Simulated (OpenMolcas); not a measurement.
## How basis sets differ on AlBH2OF2 (SMILES O[B](F)[AlH][F])

AlBH2OF2: 7 atoms, total charge 0, spin state singlet. As SMILES, `O[B](F)[AlH][F]`. Geometry: relaxed at PBE0-D4/def2-TZVP. This is one conformer, not always the lowest.

```csv
atom,x (Å),y (Å),z (Å)
O,0.4623,-0.1665,1.7690
B,0.5118,-0.6756,0.5191
F,1.1708,-1.8248,0.3945
Al,-0.4115,0.3016,-1.1621
F,-1.1527,1.7131,-0.6978
H,-0.0199,0.6623,1.8250
H,-0.4996,-0.0782,-2.6933
```

Each level gives the dipole moment (D). The values are calculated.

```json
{"level": "HF/ANO-RCC-MB (DKH2)", "kind": "Hartree–Fock", "program": "OpenMolcas", "value (D)": "1.57", "CPU time": "2.3 s"}
{"level": "HF/ANO-XS-MB (DKH2)", "kind": "Hartree–Fock", "program": "OpenMolcas", "value (D)": "1.86", "CPU time": "1.8 s"}
{"level": "HF/STO-3G", "kind": "Hartree–Fock", "program": "OpenMolcas", "value (D)": "0.90", "CPU time": "1.7 s"}
{"level": "HF/3-21G", "kind": "Hartree–Fock", "program": "OpenMolcas", "value (D)": "1.24", "CPU time": "2 s"}
{"level": "HF/6-31G* (spherical functions)", "kind": "Hartree–Fock", "program": "OpenMolcas", "value (D)": "1.00", "CPU time": "5.4 s"}
```

The values span 0.90 to 1.86 D. Magnitudes only. Sets without polarisation functions give poor dipoles. CPU times are rough (shared hosts, several kinds of processor and program).
